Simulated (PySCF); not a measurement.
**Radial density of Al⁻ (aluminium, charge -1)**

UHF, [Ne] 3s2 3p2, high-spin 3P determinant. Computed with PySCF 2.14 in aug-cc-pwCVTZ (8s7p5d3f, 75 functions), with the non-relativistic Hamiltonian (point nucleus).

```
r (bohr)  4πr²ρ (e/bohr)  4πr²(ρα − ρβ)
 0.00168         0.04769         0.0000
 0.00283          0.1308         0.0000
 0.00475          0.3521        -0.0001
 0.00800          0.9155        -0.0002
  0.0135           2.250        -0.0005
  0.0226           5.018        -0.0011
  0.0381           9.541        -0.0017
  0.0640           13.94        -0.0009
   0.108           13.52         0.0066
   0.181           8.981         0.0265
   0.305           10.32         0.0475
   0.512           12.40         0.0301
   0.862           5.340        -0.0055
    1.45           1.165         0.1048
    2.44           1.211         0.4018
    4.10          0.6088         0.3852
    6.90          0.1433         0.1322
    11.6         0.01686         0.0168
    19.5       9.402e-05         0.0001
```

Where is the radial spin density 4πr²(ρα − ρβ) most negative, and why is it negative at all?

Around r = 0.862 bohr, down to -0.0055 e/bohr: exchange with the open shell polarises the paired shells in an unrestricted calculation.
